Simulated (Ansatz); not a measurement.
Total energies of C2H6ClIn (`C[CH2][InH][Cl]`).

```xyz
10

C    -0.511    0.918    0.819
C    -0.776   -0.138   -0.242
In    0.996   -1.125   -0.949
Cl    2.912   -0.265    0.132
H    -1.444    1.390    1.143
H    -0.030    0.495    1.703
H     0.149    1.707    0.452
H    -1.445   -0.921    0.128
H    -1.268    0.290   -1.121
H     1.417   -2.350   -2.066
```

Charge 0, multiplicity 1. Correlated methods include outer-core shells of In, which these sets cover unevenly. In takes the def2 core potential. The structure was optimised at the PBE0-D4/def2-TZVP level. It is one conformer, not always the lowest. Basis def2-TZVPP, Ansatz.

RPA on PBE orbitals: Hartree–Fock energy of these orbitals -727.96827 Eh, correlation -1.33619 Eh (frozen core).

```
             functional  energy without D4 (Eh)  D4 term (kJ/mol)
            LDA (SPW92)              -727.66260                 –
                    PBE              -729.93454             -19.7
                 revPBE              -730.18024             -54.4
                   BLYP              -730.13941             -42.1
                 r2SCAN              -730.23023              -4.8
                 B97M-V              -730.12825                 –
                   PBE0              -729.98850             -16.8
                  B3LYP              -730.33023             -31.8
                r2SCANh              -730.21262              -5.2
                r2SCAN0              -730.18744              -5.7
HSE06 (plane-wave form)              -729.97412             -15.8
                  BHLYP              -730.10794             -26.8
              CAM-B3LYP              -730.18383             -17.3
                LC-ωPBE              -730.09914                 –
                ωB97X-V              -730.13032                 –
                ωB97M-V              -730.11216                 –
                 B2PLYP              -729.81641                 –
               PBE-QIDH              -729.69158                 –
```

B3LYP takes the VWN-RPA correlation (the form of Gaussian; ORCA's B3LYP/G). HSE06 is the plane-wave form, built on full-range PBE exchange. The double hybrids freeze the cores in their second-order part.

LC-ωPBE has ω = 0.4 bohr⁻¹.
